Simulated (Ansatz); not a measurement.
Geometry optimisation, RKS B3LYP/6-31G* (Ansatz 0.2.0).

Input:

```yaml
crystal:
  periodic: [false, false, false]
  atoms:
    - { symbol: B, position_ang: [0.0, 0.0, 0.0] }
    - { symbol: "N", position_ang: [0.0, 0.0, 1.9] }
    - { symbol: H, position_ang: [-0.877, -0.2713, 2.43] }
    - { symbol: H, position_ang: [0.877, 0.2713, 2.43] }
    - { symbol: F, position_ang: [1.1431, 0.0, -0.66] }
    - { symbol: H, position_ang: [-1.0305, 0.0, -0.595] }
    - { symbol: Si, position_ang: [-0.2814, 2.1166, 0.7095] }
    - { symbol: H, position_ang: [-1.6383, 2.5579, 0.4002] }
    - { symbol: H, position_ang: [-0.0669, 2.1796, 2.1523] }
    - { symbol: H, position_ang: [0.6781, 2.9876, 0.037] }
    - { symbol: H, position_ang: [-0.1504, 1.1313, 1.7779] }
basis:
  gaussian: { orbitals: "6-31G*" }
hamiltonian:
  xc: b3lyp
relax:
  f_tol: 0.15
  max_steps: 25
  restrain:
    - { distance: [0, 6], at: 1.95, k: 30.0 }
    - { distance: [10, 1], at: 1.06, k: 30.0 }
    - { distance: [0, 1], at: 2.75, k: 30.0 }
    - { distance: [10, 6], at: 2.66, k: 30.0 }
output:
  orbitals: {}
```

Command:

```bash
$ ansatz run input.yaml --threads 1 --pin off --max-ram 2048MiB --backend cpu --events-out ev --progress --plain --runs-dir out
```

Q: Where does it end, and by what steps?

A: It converged. The restraints hold the end off the free minimum. After 14 steps the energy has fallen by 4.772 eV (the restraints' own energy left out); H9 moved furthest, 1.18 Å. Parted: Si7–H11 (1.46 → 2.67 Å).

| step | energy less start (eV) | largest force component (eV/Å) | accepted |
| --- | --- | --- | --- |
| 0 | 0.0000 | 6.575 | yes |
| 1 | -1.6536 | 4.467 | yes |
| 2 | -1.9093 | 3.393 | yes |
| 3 | -2.3296 | 3.473 | yes |
| 4 | -3.5340 | 2.845 | yes |
| 5 | -4.4424 | 0.988 | yes |
| 6 | -4.6211 | 1.188 | yes |
| 7 | -4.6409 | 1.222 | yes |
| 8 | -4.6496 | 1.261 | yes |
| 9 | -4.6781 | 1.150 | yes |
| 10 | -4.6897 | 1.268 | yes |
| 11 | -4.7081 | 1.180 | yes |
| 12 | -4.7516 | 0.985 | yes |
| 13 | -4.7552 | 1.050 | yes |
| 14 | -4.7719 | 0.877 | yes |

```xyz
11
Properties=species:S:1:pos:R:3
B 0.142 0.504 -0.381
N -0.263 -0.048 2.268
H -1.070 -0.584 2.580
H 0.571 -0.452 2.690
F 1.395 0.059 -0.524
H -0.734 -0.191 -0.819
Si -0.183 2.303 0.370
H -1.561 2.418 0.933
H 0.771 2.653 1.467
H -0.050 3.397 -0.644
H -0.364 0.913 2.642
```

Run time: 97 s on 1 thread of Arm Neoverse N1, on a shared host, peak memory 0.15 GiB.
